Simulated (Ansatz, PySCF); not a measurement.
System: CH₃Te, charge 0, multiplicity 2. It need not be the lowest isomer of its formula. 
Geometry from a B3LYP-D3(BJ)/def2-TZVP (Ansatz, a program for electronic structure) optimisation:
```xyz
5

Te     0.2547     0.0887    -0.2003
C     -1.3803    -0.4786     1.0935
H     -1.0225    -1.1553     1.8637
H     -2.1075    -0.9922     0.4653
H     -1.8339     0.4091     1.5241
```
Charge 0, spin multiplicity 2.

Quantity: atomisation energy (electronic, to ground-state atoms), in kcal/mol. Cores are frozen in the correlated levels unless marked. Open shells are spin-unrestricted. No spin-orbit coupling. Frozen are the shells of the preceding noble gas and the d and f shells that filled before the atom's block. In def2 rows, elements after Kr have scalar-relativistic effective core potentials. The coupled-cluster limit lacks core correlation, which all-electron functionals hold. CBS(X,Y): correlation extrapolated as X^-3; Hartree-Fock from the larger set. [CCSD(T)-MP2]/basis is that difference in the basis named.

```
level                                                                 program  atomisation energy (kcal/mol)
-------------------------------------------------------------  --------------  -----------------------------
PBE/def2-TZVPD                                                         Ansatz                          369.6
BHLYP-D3(BJ)/def2-TZVPD                                        Ansatz + dftd3                          357.4
PW6B95/def2-TZVPD                                                       PySCF                          364.9
LC-wPBE-D4/def2-TZVPD                                          Ansatz + dftd4                          362.5
SCS-MP2/def2-TZVPP                                                     Ansatz                          356.5
CCSD/def2-TZVPPD                                                       Ansatz                          351.6
RI-MP2/CBS(def2-TZVPPD,def2-QZVPPD)+[CCSD(T)-MP2]/def2-TZVPPD          Ansatz                          364.0
```
